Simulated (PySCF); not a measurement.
A geometry optimisation, step by step.

Compound: C2H7Ge2N.
Bonds: C1–C2 (triple), C2–Ge3, Ge3–N4, N4–Ge5. Hydrogens: H6 on C1; H7, H8 on Ge3; H9 on N4; H10, H11, H12 on Ge5.

Computed by this run: PySCF 2.14.0, PBE0-D3(BJ)/def2-SVP geometry optimisation, gas phase; density fitting, grid level 1; the optimiser is geomeTRIC in internal coordinates, started from a GFN2-xTB structure with every atom displaced at random (about 0.01 Å). The frame can shift and turn from step to step; on so coarse a grid that alone can change the energy by a few meV, and forces under 0.02 eV/Å are noise.

Step 0: E = -116677.2098 eV, largest atomic force 1.694 eV/Å
```
atom  x, y, z in Å  |  force x, y, z in eV/Å
C1      2.574    1.430    0.440    0.479   0.887   0.293
C2      1.931    0.509    0.009   -0.762  -1.164  -0.512
Ge3     0.843   -0.944   -0.599    1.165   0.026   0.403
N4     -0.716   -0.995    0.253   -1.229  -0.265   1.135
Ge5    -2.024    0.283    0.090    0.521  -0.160   0.659
H6      3.109    2.279    0.790    0.327   0.363   0.217
H7      0.597   -0.764   -2.051   -0.184   0.160  -0.993
H8      1.576   -2.231   -0.288    0.262  -0.366   0.035
H9     -0.723   -1.438    1.182    0.164   0.191  -0.546
H10    -1.640    1.594    0.749    0.143   0.460   0.205
H11    -2.242    0.497   -1.353   -0.192   0.185  -1.231
H12    -3.247   -0.249    0.768   -0.693  -0.317   0.334
```

Step 1: E = -116677.3319 eV, largest atomic force 0.917 eV/Å
```
atom  x, y, z in Å  |  force x, y, z in eV/Å
C1      2.616    1.423    0.362   -0.050  -0.010  -0.043
C2      1.957    0.487   -0.054   -0.052  -0.041   0.022
Ge3     0.845   -0.969   -0.616   -0.398  -0.056   0.073
N4     -0.755   -1.003    0.345    0.686   0.146  -0.591
Ge5    -2.073    0.271    0.141   -0.222   0.092  -0.061
H6      3.190    2.258    0.719    0.037   0.009   0.011
H7      0.534   -0.785   -2.123   -0.018  -0.044   0.299
H8      1.611   -2.281   -0.330   -0.110   0.133  -0.033
H9     -0.555   -1.208    1.318   -0.080  -0.100   0.235
H10    -1.706    1.648    0.770   -0.038  -0.162  -0.083
H11    -2.308    0.451   -1.386    0.066  -0.067   0.302
H12    -3.349   -0.277    0.842    0.179   0.101  -0.130
```

Step 2: E = -116677.3579 eV, largest atomic force 0.313 eV/Å
```
atom  x, y, z in Å  |  force x, y, z in eV/Å
C1      2.596    1.432    0.356   -0.006   0.022  -0.023
C2      1.936    0.494   -0.051    0.014   0.004   0.025
Ge3     0.831   -0.965   -0.606   -0.133  -0.052   0.052
N4     -0.741   -1.014    0.352    0.298   0.092  -0.027
Ge5    -2.048    0.269    0.139   -0.099   0.004   0.014
H6      3.177    2.267    0.706    0.008  -0.010   0.001
H7      0.479   -0.773   -2.086   -0.016   0.001  -0.005
H8      1.594   -2.272   -0.347    0.024  -0.010  -0.003
H9     -0.559   -1.239    1.330   -0.107  -0.041  -0.036
H10    -1.681    1.633    0.767    0.012  -0.002   0.003
H11    -2.245    0.444   -1.377    0.010  -0.015   0.007
H12    -3.333   -0.259    0.804   -0.004   0.006  -0.008
```

Step 3: E = -116677.3606 eV, largest atomic force 0.261 eV/Å
```
atom  x, y, z in Å  |  force x, y, z in eV/Å
C1      2.653    1.424    0.342    0.009   0.015  -0.020
C2      1.976    0.493   -0.052    0.016  -0.003   0.029
Ge3     0.850   -0.955   -0.596   -0.088   0.059  -0.054
N4     -0.728   -0.963    0.334    0.039   0.049   0.253
Ge5    -2.093    0.265    0.144    0.108  -0.048  -0.084
H6      3.253    2.250    0.681   -0.002  -0.007  -0.001
H7      0.505   -0.772   -2.076    0.006   0.008  -0.081
H8      1.587   -2.270   -0.320    0.024  -0.023   0.016
H9     -0.573   -1.212    1.311   -0.075  -0.062  -0.044
H10    -1.783    1.629    0.796    0.013   0.027   0.029
H11    -2.285    0.454   -1.366   -0.022   0.017  -0.074
H12    -3.357   -0.325    0.788   -0.029  -0.032   0.030
```

Step 4: E = -116677.3661 eV, largest atomic force 0.210 eV/Å
```
atom  x, y, z in Å  |  force x, y, z in eV/Å
C1      2.649    1.433    0.333    0.011   0.003  -0.020
C2      1.967    0.500   -0.050   -0.005  -0.004   0.019
Ge3     0.838   -0.949   -0.588    0.045  -0.005  -0.061
N4     -0.727   -0.975    0.356   -0.068   0.079   0.182
Ge5    -2.080    0.262    0.142    0.057  -0.042  -0.031
H6      3.255    2.257    0.664   -0.003  -0.001   0.001
H7      0.476   -0.758   -2.065    0.007   0.008  -0.036
H8      1.590   -2.262   -0.330    0.014  -0.004   0.005
H9     -0.592   -1.244    1.329   -0.022  -0.047  -0.047
H10    -1.768    1.622    0.804    0.000   0.016   0.013
H11    -2.244    0.454   -1.372   -0.012   0.015  -0.045
H12    -3.359   -0.321    0.764   -0.024  -0.017   0.020
```

Step 5: E = -116677.3687 eV, largest atomic force 0.108 eV/Å
```
atom  x, y, z in Å  |  force x, y, z in eV/Å
C1      2.665    1.435    0.319    0.011  -0.005  -0.017
C2      1.974    0.504   -0.050   -0.018   0.003   0.018
Ge3     0.835   -0.941   -0.579    0.047  -0.027  -0.035
N4     -0.726   -0.968    0.373   -0.048   0.081   0.053
Ge5    -2.084    0.258    0.142    0.011  -0.031  -0.008
H6      3.282    2.256    0.640   -0.004   0.003   0.001
H7      0.469   -0.745   -2.057    0.001   0.001   0.005
H8      1.591   -2.254   -0.329   -0.002   0.000   0.003
H9     -0.612   -1.263    1.340    0.015  -0.035  -0.025
H10    -1.793    1.616    0.820   -0.007   0.004  -0.002
H11    -2.229    0.460   -1.375    0.000   0.005   0.002
H12    -3.368   -0.341    0.744   -0.005   0.002   0.003
```

Step 6: E = -116677.3700 eV, largest atomic force 0.067 eV/Å
```
atom  x, y, z in Å  |  force x, y, z in eV/Å
C1      2.686    1.435    0.306    0.010  -0.007  -0.012
C2      1.985    0.506   -0.050   -0.019   0.005   0.014
Ge3     0.836   -0.933   -0.572    0.035  -0.026  -0.019
N4     -0.723   -0.953    0.383   -0.031   0.059   0.000
Ge5    -2.093    0.255    0.144   -0.010  -0.017   0.005
H6      3.312    2.253    0.617   -0.004   0.004   0.001
H7      0.468   -0.736   -2.050    0.001  -0.001   0.013
H8      1.588   -2.250   -0.323   -0.007   0.002   0.001
H9     -0.623   -1.275    1.343    0.025  -0.023  -0.009
H10    -1.831    1.612    0.836   -0.006  -0.001  -0.005
H11    -2.224    0.467   -1.374    0.005   0.000   0.013
H12    -3.377   -0.367    0.727    0.001   0.007  -0.003
```

Step 7: E = -116677.3707 eV, largest atomic force 0.029 eV/Å
```
atom  x, y, z in Å  |  force x, y, z in eV/Å
C1      2.704    1.434    0.295    0.007  -0.005  -0.005
C2      1.995    0.507   -0.051   -0.011   0.004   0.006
Ge3     0.839   -0.928   -0.568    0.008  -0.013  -0.005
N4     -0.719   -0.936    0.389   -0.004   0.024  -0.015
Ge5    -2.103    0.253    0.148   -0.016  -0.004   0.008
H6      3.335    2.251    0.597   -0.003   0.003   0.001
H7      0.471   -0.731   -2.046    0.001  -0.003   0.009
H8      1.582   -2.248   -0.315   -0.005   0.001   0.000
H9     -0.625   -1.281    1.341    0.015  -0.009  -0.001
H10    -1.866    1.609    0.850   -0.001  -0.003  -0.003
H11    -2.225    0.474   -1.369    0.005  -0.002   0.009
H12    -3.383   -0.389    0.717    0.003   0.006  -0.004
```

Step 8: E = -116677.3708 eV, largest atomic force under 0.02 eV/Å
```
atom  x, y, z in Å  |  force x, y, z in eV/Å
C1      2.712    1.433    0.288    0.003  -0.002  -0.001
C2      1.999    0.508   -0.053   -0.003   0.002   0.000
Ge3     0.840   -0.926   -0.568   -0.002  -0.002   0.000
N4     -0.717   -0.928    0.391    0.002   0.003  -0.004
Ge5    -2.108    0.252    0.152   -0.006   0.002   0.003
H6      3.344    2.250    0.588   -0.002   0.001   0.000
H7      0.473   -0.731   -2.046    0.001  -0.002   0.001
H8      1.578   -2.248   -0.311   -0.001   0.000  -0.001
H9     -0.623   -1.283    1.339    0.004  -0.001   0.001
H10    -1.882    1.608    0.858    0.001  -0.001   0.000
H11    -2.226    0.478   -1.365    0.002  -0.001   0.002
H12    -3.386   -0.398    0.715    0.001   0.001  -0.002
```

Task: Summarise the path.

Result: The energy falls by 15.54 kJ/mol from step 0 to step 8; nine tenths of that is first reached at step 2. It falls at every step. The largest force goes from 1.694 to under 0.02 eV/Å. Among the bonds Ge5–H11 changes most, from 1.475 to 1.538 Å; the atoms move by 0.159 Å rms after alignment.

The cost below is that of the whole optimisation. On an Arm Neoverse V1 with one thread, shared host with 32 logical CPUs at a one-minute load of 40, this took 97 s of wall time and 0.54 GiB of memory at its peak.
